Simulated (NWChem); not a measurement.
All runs are NWChem calculations. System: H4Ge, charge 0, spin multiplicity 1, at a geometry optimised with PBE/def2-SVP. The structure started from a generated list of species. Level: constrained PBE0/def2-SVP.

Input file:

```
start mol
memory heap 200 mb stack 900 mb global 1100 mb
geometry units angstroms nocenter noautoz noautosym
  Ge     0.000000     0.000000     0.000000
  H      0.000000    -1.264158    -0.893926
  H      0.000000     1.264158    -0.893926
  H      1.264159     0.000000     0.893925
  H     -1.264159     0.000000     0.893925
end
basis spherical
  * library def2-svp
end
dft
  xc pbe0
  semidirect memsize 60000000 filesize 0
  iterations 100
  convergence nolevelshifting
  cdft 1 1 charge -1.0 pop becke
end
task dft energy
```

NWChem printed:

```
             Northwest Computational Chemistry Package (NWChem) 7.3.0
             --------------------------------------------------------

                                NWChem Input Module
                                -------------------

 Scaling coordinates for geometry "geometry" by  1.889725989
 (inverse scale =  0.529177249)

                             Geometry "geometry" -> ""
                             -------------------------

 Output coordinates in angstroms (scale by  1.889725989 to convert to a.u.)

  No.       Tag          Charge          X              Y              Z
 ---- ---------------- ---------- -------------- -------------- --------------
    1 Ge                  32.0000     0.00000000     0.00000000     0.00000000
    2 H                    1.0000     0.00000000    -1.26415800    -0.89392600
    3 H                    1.0000     0.00000000     1.26415800    -0.89392600
    4 H                    1.0000     1.26415900     0.00000000     0.89392500
    5 H                    1.0000    -1.26415900     0.00000000     0.89392500

 Effective nuclear repulsion energy (a.u.)      45.0038715510

            Nuclear Dipole moment (a.u.)
            ----------------------------
        X                 Y               Z
 ---------------- ---------------- ----------------
     0.0000000000     0.0000000000    -0.0000037795


 Summary of "ao basis" -> "" (spherical)
 ------------------------------------------------------------------------------
       Tag                 Description            Shells   Functions and Types
 ---------------- ------------------------------  ------  ---------------------
 *                          def2-svp                  on all atoms

                                 NWChem DFT Module
                                 -----------------

 Summary of "ao basis" -> "ao basis" (spherical)
 ------------------------------------------------------------------------------
       Tag                 Description            Shells   Functions and Types
 ---------------- ------------------------------  ------  ---------------------
 Ge                         def2-svp                12       32   5s4p3d
 H                          def2-svp                 3        5   2s1p

 Summary of "ao basis" -> "ao basis" (spherical)
 ------------------------------------------------------------------------------
       Tag                 Description            Shells   Functions and Types
 ---------------- ------------------------------  ------  ---------------------
 Ge                         def2-svp                12       32   5s4p3d
 H                          def2-svp                 3        5   2s1p

            General Information
            -------------------
          SCF calculation type: DFT
          Wavefunction type:  closed shell.
          No. of atoms     :     5
          No. of electrons :    36
           Alpha electrons :    18
            Beta electrons :    18
          Charge           :     0
          Spin multiplicity:     1
          Use of symmetry is: off; symmetry adaption is: off
          Maximum number of iterations: 100
          AO basis - number of functions:    52
                     number of shells:    24
          Convergence on energy requested:  1.00D-06
          Convergence on density requested:  1.00D-05
          Convergence on gradient requested:  5.00D-04

              XC Information
              --------------
                         PBE0 Method XC Functional
                     Hartree-Fock (Exact) Exchange  0.250
          PerdewBurkeErnzerhof Exchange Functional  0.750
            Perdew 1991 LDA Correlation Functional  1.000 local
           PerdewBurkeErnz. Correlation Functional  1.000 non-local

             Grid Information
             ----------------
          Grid used for XC integration:  medium
          Radial quadrature: Mura-Knowles
          Angular quadrature: Lebedev.
          Tag              B.-S. Rad. Rad. Pts. Rad. Cut. Ang. Pts.
          ---              ---------- --------- --------- ---------
          Ge                  1.25      112           7.0       590
          H                   0.35       45           8.0       434
          Grid pruning is: on
          Number of quadrature shells:   292
          Spatial weights used:  Erf1

          Convergence Information
          -----------------------
          Convergence aids based upon iterative change in
          total energy or number of iterations.
          Levelshifting, if invoked, occurs when the
          HOMO/LUMO gap drops below (HL_TOL):  1.00D-02
          DIIS, if invoked, will attempt to extrapolate
          using up to (NFOCK): 10 stored Fock matrices.

                    Damping( 0%)  Levelshifting(0.0)       DIIS
                  --------------- ------------------- ---------------
          dE  on:    start             N/A                start
          dE off:    2 iters           N/A              100 iters

      Screening Tolerance Information
      -------------------------------
          Density screening/tol_rho:  1.00D-10
          AO Gaussian exp screening on grid/accAOfunc:  14
          CD Gaussian exp screening on grid/accCDfunc:  20
          XC Gaussian exp screening on grid/accXCfunc:  20
          Schwarz screening/accCoul:  1.00D-08

      Superposition of Atomic Density Guess
      -------------------------------------

 Sum of atomic energies:       -2077.04060640

      Non-variational initial energy
      ------------------------------

 Total energy =   -2077.278360
 1-e energy   =   -2985.818839
 2-e energy   =     863.536608
 HOMO         =      -0.413030
 LUMO         =       0.113370

------------------------------------------------------------
EAF file 0: "./mol.aoints.0" size=524288 bytes
------------------------------------------------------------
               write      read    awrite     aread      wait
               -----      ----    ------     -----      ----
     calls:        1         0         0         0         0
   data(b): 5.24e+05  0.00e+00  0.00e+00  0.00e+00
   time(s): 0.00e+00  0.00e+00  0.00e+00  0.00e+00  0.00e+00
rate(mb/s): 0.00e+00  0.00e+00
------------------------------------------------------------

   convergence    iter        energy       DeltaE   RMS-Dens  Diis-err    time
 ---------------- ----- ----------------- --------- --------- ---------  ------
 d= 0,ls=0.0,diis     1  -2078.8424372867 -2.12D+03  1.77D-01  8.28D-02     1.3
 CDFT multipliers:
      1       -3.3742714995
      iter =   11
 d= 0,ls=0.0,diis     2  -2073.1594537609  5.68D+00  1.96D-04  5.73D+00     1.5
 CDFT multipliers:
      1       -3.3625838423
      iter =   11
 d= 0,ls=0.0,diis     3  -2073.1539388751  5.51D-03  8.77D-03  5.88D+00     1.7
 CDFT multipliers:
      1       -3.8853838466
      iter =    9
 d= 0,ls=0.0,diis     4  -2073.3080624539 -1.54D-01  6.57D-03  1.45D+00     2.0
 CDFT multipliers:
      1       -4.3631018956
      iter =    6
 d= 0,ls=0.0,diis     5  -2073.3534416071 -4.54D-02  5.26D-04  1.05D-02     2.2
 CDFT multipliers:
      1       -4.4077868204
      iter =    2
  Resetting Diis
 d= 0,ls=0.0,diis     6  -2073.3537531557 -3.12D-04  2.15D-05  1.13D-05     2.5
 CDFT multipliers:
      1       -4.4062950200
      iter =    2
 d= 0,ls=0.0,diis     7  -2073.3537518040  1.35D-06  8.52D-07  1.50D-08     2.7
 CDFT multipliers:
      1        0.0000734893
      iter =    2
 d= 0,ls=0.0,diis     8  -2073.3537518015  2.49D-09  2.60D-11  1.68D+01     2.9
 CDFT multipliers:
      1       -4.4062215322
      iter =    2
 d= 0,ls=0.0,diis     9  -2073.3537518008  7.43D-10  2.79D-07  3.31D-09     3.2
  CDFT final multipliers
      1       -4.4062390174

         Total DFT energy =    -2073.353752318345
      One electron energy =    -3035.464359638889
           Coulomb energy =      999.350226969285
    Exchange-Corr. energy =      -82.243491199761
 Nuclear repulsion energy =       45.003871551020

 Numeric. integr. density =       36.000019934588

     Total iterative time =      2.9s

                       DFT Final Molecular Orbital Analysis
                       ------------------------------------

 Vector   16  Occ=2.000000D+00  E=-1.934188D+00
              MO Center= -1.8D-09,  2.5D-05,  2.9D-01, r^2= 1.0D+00
   Bfn.  Coefficient  Atom+Function         Bfn.  Coefficient  Atom+Function
  ----- ------------  ---------------      ----- ------------  ---------------
    13      1.192474  1 Ge py                10     -0.438168  1 Ge py
    16     -0.230618  1 Ge py                19     -0.210667  1 Ge d -1
    29      0.203048  1 Ge d -1              24      0.165431  1 Ge d -1
     7      0.138911  1 Ge py                33      0.077374  2 H  s
    38     -0.077369  3 H  s                 34     -0.074488  2 H  s

 Vector   17  Occ=2.000000D+00  E=-1.934187D+00
              MO Center=  4.5D-05,  7.4D-10, -2.9D-01, r^2= 1.0D+00
   Bfn.  Coefficient  Atom+Function         Bfn.  Coefficient  Atom+Function
  ----- ------------  ---------------      ----- ------------  ---------------
    12      1.192475  1 Ge px                 9     -0.438168  1 Ge px
    15     -0.230618  1 Ge px                21     -0.210667  1 Ge d  1
    31      0.203047  1 Ge d  1              26      0.165432  1 Ge d  1
     6      0.138911  1 Ge px                43     -0.077368  4 H  s
    48      0.077376  5 H  s                 44      0.074481  4 H  s

 Vector   18  Occ=2.000000D+00  E=-1.934159D+00
              MO Center= -4.5D-05, -2.5D-05, -8.6D-07, r^2= 1.1D+00
   Bfn.  Coefficient  Atom+Function         Bfn.  Coefficient  Atom+Function
  ----- ------------  ---------------      ----- ------------  ---------------
    14      1.192477  1 Ge pz                11     -0.438166  1 Ge pz
    17     -0.230655  1 Ge pz                22      0.210676  1 Ge d  2
    32     -0.203072  1 Ge d  2              27     -0.165438  1 Ge d  2
     8      0.138910  1 Ge pz                36      0.070980  2 H  py
    41     -0.070985  3 H  py                45      0.070986  4 H  px

 Vector   19  Occ=0.000000D+00  E=-9.110617D-01
              MO Center=  1.2D-09, -9.8D-10,  1.0D-08, r^2= 1.0D+00
   Bfn.  Coefficient  Atom+Function         Bfn.  Coefficient  Atom+Function
  ----- ------------  ---------------      ----- ------------  ---------------
    23      0.643830  1 Ge d -2              18     -0.557815  1 Ge d -2
    28      0.536331  1 Ge d -2              35      0.036916  2 H  px
    40     -0.036916  3 H  px                46     -0.036916  4 H  py
    51      0.036916  5 H  py

 Vector   20  Occ=0.000000D+00  E=-9.110454D-01
              MO Center=  3.2D-10, -3.0D-10,  7.3D-07, r^2= 1.0D+00
   Bfn.  Coefficient  Atom+Function         Bfn.  Coefficient  Atom+Function
  ----- ------------  ---------------      ----- ------------  ---------------
    25      0.643831  1 Ge d  0              20     -0.557814  1 Ge d  0
    30      0.536331  1 Ge d  0              37      0.030140  2 H  pz
    42      0.030140  3 H  pz                47     -0.030139  4 H  pz
    52     -0.030139  5 H  pz

 Vector   21  Occ=0.000000D+00  E=-7.060449D-01
              MO Center=  3.9D-05,  4.2D-05, -1.0D-06, r^2= 1.2D+00
   Bfn.  Coefficient  Atom+Function         Bfn.  Coefficient  Atom+Function
  ----- ------------  ---------------      ----- ------------  ---------------
    32      0.808338  1 Ge d  2              14      0.584444  1 Ge pz
    27      0.457502  1 Ge d  2              22     -0.436057  1 Ge d  2
    11     -0.192900  1 Ge pz                34      0.114319  2 H  s
    39      0.114350  3 H  s                 44     -0.114349  4 H  s
    49     -0.114319  5 H  s                 33      0.096115  2 H  s

     ---------------------------------------------
      Total Density - Mulliken Population Analysis
     ---------------------------------------------

    Atom       Charge   Shell Charges
 -----------   ------   -------------------------------------------------------
    1 Ge  32    36.33   2.00  2.00  2.00  2.80 -0.64  6.00  6.00  6.10 -0.67  8.24  2.17  0.34
    2 H    1    -0.08  -0.06  0.07 -0.08
    3 H    1    -0.08  -0.06  0.07 -0.08
    4 H    1    -0.08  -0.06  0.07 -0.08
    5 H    1    -0.08  -0.06  0.07 -0.08

     -------------------------------------------
      Total Density - Lowdin Population Analysis
     -------------------------------------------

    Atom       Charge   Shell Charges
 -----------   ------   -------------------------------------------------------
    1 Ge  32    35.71   2.00  2.00  2.00  1.71  0.14  6.00  5.96  4.84  0.20  8.00  2.32  0.54
    2 H    1     0.07   0.00  0.05  0.02
    3 H    1     0.07   0.00  0.05  0.02
    4 H    1     0.07   0.00  0.05  0.02
    5 H    1     0.07   0.00  0.05  0.02

 center of mass
 --------------
 x =   0.00000000 y =   0.00000000 z =  -0.00000005

 moments of inertia (a.u.)
 ------------------
          23.007025382596           0.000000000000           0.000000000000
           0.000000000000          23.007043581461           0.000000000000
           0.000000000000           0.000000000000          23.006250719037

     Multipole analysis of the density
     ---------------------------------

     L   x y z        total         alpha         beta         nuclear
     -   - - -        -----         -----         ----         -------
     0   0 0 0     -0.000000    -18.000000    -18.000000     36.000000

     1   1 0 0     -0.000000     -0.000000     -0.000000      0.000000
     1   0 1 0     -0.000000     -0.000000     -0.000000      0.000000
     1   0 0 1     -0.000007     -0.000002     -0.000002     -0.000004

     2   2 0 0     -2.584709     -6.999265     -6.999265     11.413821
     2   1 1 0     -0.000000     -0.000000     -0.000000      0.000000
     2   1 0 1     -0.000000     -0.000000     -0.000000      0.000000
     2   0 2 0     -2.584729     -6.999266     -6.999266     11.413803
     2   0 1 1      0.000000      0.000000      0.000000      0.000000
     2   0 0 2     -2.583668     -6.999129     -6.999129     11.414590

 Task  times  cpu:        3.4s     wall:        3.4s

 Total times  cpu:        3.4s     wall:        3.4s
```
